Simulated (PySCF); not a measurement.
Si(H)2(OH)(OSiH3) (H6O2Si2), SMILES [SiH3]O[SiH2]O. Atoms are numbered in the order given.

```xyz
10

Si     1.1230     0.2084    -0.5779
O      1.9770    -0.0290     0.8421
O     -0.4457    -0.3649    -0.4769
Si    -1.8654    -0.0158     0.3464
H      1.7415    -0.5292    -1.7289
H      1.1198     1.6924    -0.7718
H      2.1814    -0.9561     1.0559
H     -1.9890     1.4659     0.5879
H     -1.8921    -0.7327     1.6686
H     -3.0182    -0.4853    -0.4920
```

The structure is a stationary point at PBE-D3(BJ)/def2-SVP. One conformer was computed; it need not be the lowest.

Two levels are set side by side: PBE/pcSseg-1 (PySCF) and KT2/pcSseg-1 (PySCF). GIAO shifts against H2O (¹⁷O), TMS (²⁹Si), TMS (¹H) at the same level; non-relativistic, no solvent, atoms listed together averaged. Differences are taken from unrounded values.

```
quantity                KT2    PBE  PBE minus KT2
--------------------  -----  -----  -------------
δ(²⁹Si) of Si1 (ppm)  -22.0  -25.9           -3.9
δ(¹⁷O) of O2 (ppm)     77.5   79.7            2.1
δ(¹⁷O) of O3 (ppm)     62.4   67.8            5.4
δ(²⁹Si) of Si4 (ppm)  -31.1  -34.7           -3.6
δ(¹H) of H7 (ppm)      2.48   2.46          -0.02
```

Rough cost on one machine, each run with all the roots and properties that it gave: KT2 against PBE within a factor of 2.
